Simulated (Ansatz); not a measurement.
Ansatz (a program for electronic structure) input (B3LYP/cc-pVDZ):

Ansatz 0.2 input:
```yaml
crystal:
  periodic: [false, false, false]
  atoms:
    - {symbol: N, position_ang: [-0.27013200, 1.56882200, -0.93047500]}
    - {symbol: Si, position_ang: [1.00274500, 0.52191000, -0.70220600]}
    - {symbol: Si, position_ang: [-0.09930800, -1.11153300, 0.60813700]}
    - {symbol: N, position_ang: [-1.53466000, -0.24798500, 1.10729900]}
    - {symbol: H, position_ang: [-0.08770000, 2.43714800, -1.42390200]}
    - {symbol: H, position_ang: [2.26178500, 0.95442400, 0.04459000]}
    - {symbol: H, position_ang: [1.65853200, -0.20684400, -1.87256300]}
    - {symbol: H, position_ang: [0.61822900, -1.65309400, 1.81530400]}
    - {symbol: H, position_ang: [-0.46232200, -2.38336400, -0.11941300]}
    - {symbol: H, position_ang: [-1.58408400, 0.59532300, 0.52326700]}
    - {symbol: H, position_ang: [-2.41902800, -0.73473400, 1.11191900]}
basis:
  gaussian:
    orbitals: cc-pVDZ
hamiltonian:
  xc: {name: B3LYP}
total_charge: -1
output: {forces: true}
```

Output:

```
Functional definition: B3LYP
integrals: 0.05 GiB planned
941 factors; integrals over basis functions are off by at most 1.2e-3 eV
mean field: 0.38 GiB planned
mean field evaluation 1: about -18844.3219 eV, gradient 5.6e1 eV
mean field evaluation 2: about -18816.0516 eV, gradient 1.1e2 eV
mean field evaluation 4: about -18850.5508 eV, gradient 9.1e0 eV
mean field evaluation 8: about -18850.8674 eV, gradient 5.9e-1 eV
mean field evaluation 16: about -18850.8686 eV, gradient 2.4e-5 eV
mean field -18850.86857652 eV, -692.7566426093 hartree, gradient 2.9e-5 eV, S^2 0.000000; 0 other end points of the search recorded, 0 dependent functions left out
the calculation of the forces begins
reference -18850.86886789 eV, -692.7566533173 hartree; 25, 25 occupied and 74, 74 virtual orbitals, 941 factors
Total energy: -18850.86886789 eV, -692.7566533173 hartree
Atom 0 at    -0.270132     1.568822    -0.930475 Å, force    -0.848475     0.027093     0.201331 eV/Å
Atom 1 at     1.002745     0.521910    -0.702206 Å, force     0.315844    -0.118723     0.004712 eV/Å
Atom 2 at    -0.099308    -1.111533     0.608137 Å, force     0.271624    -0.103134    -0.179537 eV/Å
Atom 3 at    -1.534660    -0.247985     1.107299 Å, force    -0.122520     0.291504     0.483577 eV/Å
Atom 4 at    -0.087700     2.437148    -1.423902 Å, force     0.146511     0.334305    -0.201447 eV/Å
Atom 5 at     2.261785     0.954424     0.044590 Å, force     0.285678     0.043847     0.168560 eV/Å
Atom 6 at     1.658532    -0.206844    -1.872563 Å, force     0.151316    -0.187997    -0.229040 eV/Å
Atom 7 at     0.618229    -1.653094     1.815304 Å, force     0.136998    -0.102540     0.230538 eV/Å
Atom 8 at    -0.462322    -2.383364    -0.119413 Å, force    -0.042417    -0.248005    -0.149105 eV/Å
Atom 9 at    -1.584084     0.595323     0.523267 Å, force     0.028946     0.237509    -0.271453 eV/Å
Atom 10 at    -2.419028    -0.734734     1.111919 Å, force    -0.323506    -0.173860    -0.058135 eV/Å
Dipole moment:    -0.315364    -0.315239     0.180172 e Å
```

The dipole moment of an ion depends on the origin.

The geometry given is a B3LYP-D3(BJ)/def2-TZVP minimum.
